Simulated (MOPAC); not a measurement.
Job for MOPAC: PM3 on SeH, 2S+1 = 2, a point of a bond scan (R = 3.982 Å).

```
PM3 1SCF PRECISE CHARGE=0 UHF MS=0.5 THREADS=1
HSe

Se    -0.00000000 1    -0.00000000 1    -0.04214023 1
H      0.00000000 1     0.00000000 1     3.94011110 1
```

Program output:

```
*******************************************************************************
 **                                                                           **
 **                              MOPAC v23.2.5                                **
 **                                                                           **
 *******************************************************************************
 ** MOPAC's Digital Object Identifier: https://doi.org/10.5281/zenodo.6511958 **
 **                                                                           **
 ** Please cite the open-source release paper for use of this MOPAC version:  **
 ** J. E. Moussa and J. J. P. Stewart (2026)                                  **
 ** MOPAC: An open-source semiempirical molecular orbital program             **
 ** J. Open Source Softw., 11(119), 8025, https://doi.org/10.21105/joss.08025 **
 *******************************************************************************

                              PM3 CALCULATION RESULTS

 *******************************************************************************
 *  PM3        - The PM3 Hamiltonian to be used
 *  UHF        - UNRESTRICTED HARTREE-FOCK CALCULATION
 *
 *
 *
 *                 CHARGE ON SYSTEM = 0
 *
 *
 *
 *  MS=        - IN MECI, MAGNETIC COMPONENT OF SPIN =  0.5
 *  PRECISE    - TIGHTER CRITERIA TO BE USED
 *  1SCF       - DO 1 SCF AND THEN STOP
 *  THREADS=1  - MULTI-THREADING NOT USED
 *  T=         - A TIME OF 172800.0 SECONDS REQUESTED
 *  DUMP=N     - RESTART FILE WRITTEN EVERY 7200.0 SECONDS REQUESTED
 *******************************************************************************
PM3 1SCF PRECISE CHARGE=0 UHF MS=0.5 THREADS=1
 HSe

   ATOM   CHEMICAL          X               Y               Z
  NUMBER   SYMBOL      (ANGSTROMS)     (ANGSTROMS)     (ANGSTROMS)

     1      Se         -0.00000000  *  -0.00000000  *  -0.04214023  *
     2       H          0.00000000  *   0.00000000  *   3.94011110  *



          CARTESIAN COORDINATES

    NO.       ATOM           X           Y           Z

     1        Se         -0.0000     -0.0000     -0.0421
     2         H          0.0000      0.0000      3.9401

  H: (PM3): J. J. P. STEWART, J. COMP. CHEM. 10, 209 (1989).
 Se: (PM3): J. J. P. STEWART, J. COMP. CHEM. 12, 320-341 (1991).

           Empirical Formula: H Se  =     2 atoms



      MOLECULAR POINT GROUP   :   C*v


          UHF CALCULATION, NO. OF ALPHA ELECTRONS =    4
                           NO. OF BETA  ELECTRONS =    3

 -------------------------------------------------------------------------------
 PM3 1SCF PRECISE CHARGE=0 UHF MS=0.5 THREADS=1
 HSe



     1SCF WAS SPECIFIED, SO BFGS WAS NOT USED
     SCF FIELD WAS ACHIEVED


                              PM3 CALCULATION
                                                       MOPAC v23.2.5 Linux




          FINAL HEAT OF FORMATION =        106.16674 KCAL/MOL =     444.20165 KJ/MOL


          COSMO AREA              =         82.04 SQUARE ANGSTROMS
          COSMO VOLUME            =         57.88 CUBIC ANGSTROMS

          IONIZATION POTENTIAL    =          8.701015 EV
          ALPHA SOMO LUMO (EV)    =        -10.544  1.645
          BETA  SOMO LUMO (EV)    =         -8.701 -1.899
          NO. OF ALPHA ELECTRONS  =          4
          NO. OF BETA  ELECTRONS  =          3
          MOLECULAR WEIGHT        =         79.9679         POINT GROUP:  C*v

          MOLECULAR DIMENSIONS (Angstroms)

            Atom       Atom       Distance
            H     2   Se     1     3.98225
            H     2   Se     1     0.00000
           Se     1    H     2     0.00000


          SCF CALCULATIONS        =          1





   ATOM   CHEMICAL          X               Y               Z
  NUMBER   SYMBOL      (ANGSTROMS)     (ANGSTROMS)     (ANGSTROMS)

     1      Se         -0.00000000  *  -0.00000000  *  -0.04214023  *
     2       H          0.00000000  *   0.00000000  *   3.94011110  *

                             CARTESIAN COORDINATES

   1   Se       -0.000000000    -0.000000000    -0.042140230
   2    H        0.000000000     0.000000000     3.940111100


           Empirical Formula: H Se  =     2 atoms



      MOLECULAR POINT GROUP   :   C*v


          ALPHA EIGENVALUES
 -19.74948 -12.38966 -12.38797 -10.54393   1.64548


           BETA EIGENVALUES
 -13.14746 -11.71931  -8.70102  -1.89874  -1.89619


              NET ATOMIC CHARGES AND DIPOLE CONTRIBUTIONS

  ATOM NO.   TYPE          CHARGE      No. of ELECS.   s-Pop       p-Pop
    1         Se          -0.000344        6.0003     1.99999     4.00035
    2          H           0.000344        0.9997     0.99966
 DIPOLE           X         Y         Z       TOTAL
 POINT-CHG.     0.000     0.000     0.007     0.007
 HYBRID         0.000    -0.000     0.001     0.001
 SUM            0.000    -0.000     0.008     0.008


          ATOMIC ORBITAL ELECTRON POPULATIONS

     Atom    s        px        py        pz
    1 Se   1.99999   2.00000   1.00000   1.00035
    2  H   0.99966


                    (SZ)    =    0.500000
                    (S**2)  =    1.747682


          ATOMIC ORBITAL SPIN POPULATIONS

    Atom   Total    s     px     py     pz
         Atomic
    1 Se  1.9988 -0.000 -0.000  1.000  0.999
    2  H -0.9988 -0.999

 **********************
 *                    *
 * JOB ENDED NORMALLY *
 *                    *
 **********************




 == MOPAC DONE ==
```

The run finished. Its determinant has ⟨S²⟩ = 1.75, a mixture of spin states.

Cost: about 0.03 core-seconds (a rough figure).
